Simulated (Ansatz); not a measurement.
Geometry optimisation, RKS PBE-D4/def2-SVP in Ansatz.

The input (input.yaml):

```yaml
crystal:
  periodic: [false, false, false]
  atoms:
    - { symbol: Zn, position_ang: [0.381337, -0.120269, -0.058678] }
    - { symbol: Cl, position_ang: [0.956119, -0.811201, 1.961574] }
    - { symbol: O, position_ang: [0.127755, 0.484519, -1.721769] }
    - { symbol: H, position_ang: [0.652977, -0.037197, -2.360653] }
    - { symbol: "N", position_ang: [-2.328901, -0.74092, 1.346368] }
    - { symbol: H, position_ang: [-2.976744, -1.421539, 0.936337] }
    - { symbol: Si, position_ang: [-3.010652, 0.662001, 2.161025] }
    - { symbol: H, position_ang: [-3.851343, 0.369247, 3.38196] }
    - { symbol: H, position_ang: [-1.860546, 1.529574, 2.58329] }
    - { symbol: H, position_ang: [-3.884582, 1.382567, 1.173047] }
    - { symbol: H, position_ang: [-1.578719, -1.231781, 1.8782] }
basis:
  gaussian: { orbitals: def2-SVP }
hamiltonian:
  xc: pbe
  dispersion: d4
relax:
  f_tol: 0.03
  max_steps: 50
```

Command:

```bash
$ ansatz run input.yaml --threads 4 --pin off --max-ram 5120MiB --backend cpu --events-out ev --progress --plain --runs-dir out
```

Problem. Where does it end, and by what steps?

Solution. It converged. After 31 steps the energy has fallen by 0.776 eV; H4 moved furthest, 2.58 Å. Joined: Zn1–N5 (3.12 → 2.04 Å), O3–Si7 (5.00 → 2.07 Å).

| step | energy less start (eV) | largest force component (eV/Å) | accepted |
| --- | --- | --- | --- |
| 0 | 0.0000 | 0.926 | yes |
| 2 | -0.3112 | 0.557 | yes |
| 4 | -0.5021 | 1.659 | yes |
| 6 | -0.5802 | 0.449 | yes |
| 8 | -0.5889 | 0.057 | yes |
| 10 | -0.5926 | 0.172 | yes |
| 12 | -0.6000 | 0.053 | yes |
| 14 | -0.6143 | 0.225 | yes |
| 16 | -0.6372 | 0.322 | yes |
| 18 | -0.6762 | 0.301 | yes |
| 20 | -0.6970 | 0.259 | yes |
| 22 | -0.7192 | 0.444 | yes |
| 24 | -0.7400 | 0.837 | yes |
| 26 | -0.7682 | 0.211 | yes |
| 28 | -0.7746 | 0.053 | yes |
| 30 | -0.7745 | 0.085 | no |
| 31 | -0.7760 | 0.010 | yes |

```xyz
11
Properties=species:S:1:pos:R:3
Zn -0.025 -0.817 0.704
Cl 1.864 -1.798 0.808
O -1.003 0.552 -0.183
H -0.649 1.351 -0.612
N -1.844 -0.922 1.618
H -2.449 -1.643 1.194
Si -2.538 0.791 1.180
H -3.607 0.745 2.289
H -1.757 1.987 1.669
H -3.441 0.904 -0.018
H -1.924 -1.085 2.632
```

Whether the end is a true minimum wasn't checked by a vibrational analysis.

Run time: 51 s on 4 threads of Arm Neoverse V2, with other jobs on the host, peak memory 0.2 GiB.
